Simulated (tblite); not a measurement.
Species: C6H12O2Si.
Cartesian coordinates in Å at the GFN2-xTB level; atoms count from 1:
```
atom  x, y, z in Å
C1     2.3336    0.6352   -0.5700
C2     1.7020   -0.6846   -0.1399
C3     0.6013   -0.4662    0.8685
C4    -0.4577   -1.4922    1.1183
C5    -0.8222   -0.1968    0.4482
Si6   -1.4219   -0.1432   -1.3607
O7    -1.4795    0.7043    1.3520
C8    -2.0848    1.7180    0.8222
O9    -2.1805    1.9594   -0.3558
H10    2.7880    1.1374    0.2818
H11    1.5810    1.2932   -0.9965
H12    3.1042    0.4620   -1.3166
H13    1.3009   -1.2010   -1.0118
H14    2.4678   -1.3236    0.3094
H15    0.9250    0.0885    1.7443
H16   -0.4660   -2.3820    0.5080
H17   -0.7937   -1.6443    2.1330
H18   -2.8770   -0.2149   -1.4187
H19   -0.9718   -1.4590   -1.8671
H20   -0.7330    0.8657   -2.1502
H21   -2.5246    2.3611    1.6013
```

Calculated harmonic vibrations of the isolated species, GFN2-xTB (tblite), most abundant isotopes, no scaling. This tight-binding method is rough: wavenumbers can miss measured ones by several per cent, in bad cases by 10 to 20. Modes of hydrogen on silicon can be 10 to 20 % off. One conformer, not necessarily the lowest.

Harmonic wavenumbers (cm⁻¹): 39.8, 89.8, 121.5, 159.8, 196.8, 221.0, 265.1, 294.6, 335.4, 342.6, 399.8, 442.2, 486.0, 524.9, 588.9, 593.0, 733.0, 777.8, 804.1, 842.7, 859.2, 877.0, 910.5, 930.6, 953.5, 967.0, 1024.4, 1043.0, 1065.5, 1100.6, 1112.7, 1146.8, 1186.5, 1239.8, 1247.2, 1279.9, 1325.3, 1344.8, 1399.9, 1411.8, 1465.2, 1479.6, 1500.9, 1503.2, 1727.6, 2130.7, 2305.9, 2339.8, 2847.8, 2955.1, 3005.9, 3018.6, 3032.2, 3043.3, 3046.9, 3087.3, 3102.5.

A = 1895, B = 1015, C = 959.0 MHz; mass 144.061 u (most abundant isotopes); point group C1, symmetry number 1.

Problem. What is the zero-point energy?

Solution. Half the sum of the wavenumbers: 36139 cm⁻¹ = 103.33 kcal/mol.

Problem. What is S at 400 K and 1 bar for an ideal gas of classical rigid rotors and harmonic oscillators?

Solution. Translation 42.29, rotation 30.42, vibration 42.29: S = 115.0 cal/(mol K).

Problem. And Cp and H(400 K) − H(0)?

Solution. Cp = 53.82 cal/(mol K), of which vibrations give 45.87 (their classical limit is 57 R = 113.3); H(400 K) − H(0) = 12.25 kcal/mol without the zero-point energy, 9.07 from vibrations.

Problem. Which modes carry the vibrational entropy at 400 K?

Solution. 39.8 cm⁻¹: 5.85; 89.8 cm⁻¹: 4.24; 121.5 cm⁻¹: 3.65; 159.8 cm⁻¹: 3.11; 196.8 cm⁻¹: 2.71; 221.0 cm⁻¹: 2.49 cal/(mol K); the other 51 give 20.22 together.

Problem. Blend soft modes into free rotors: weight 1/[1 + (100 cm⁻¹/ν̃)⁴] for the oscillator and the rest for a rotor with moment μB/(μ + B), μ = h/(8π²ν), B = 10⁻⁴⁴ kg m². What vibrational entropy results?

Solution. 39.66 cal/(mol K) in place of 42.29, which changes −T·S at 400 K by +1.05 kcal/mol.

Hindered rotation and anharmonicity are outside this model. Other conformers, if any are populated, would add a mixing term that is left out. The structure is chiral; the term R ln 2 for an equal mix with its mirror image is left out.
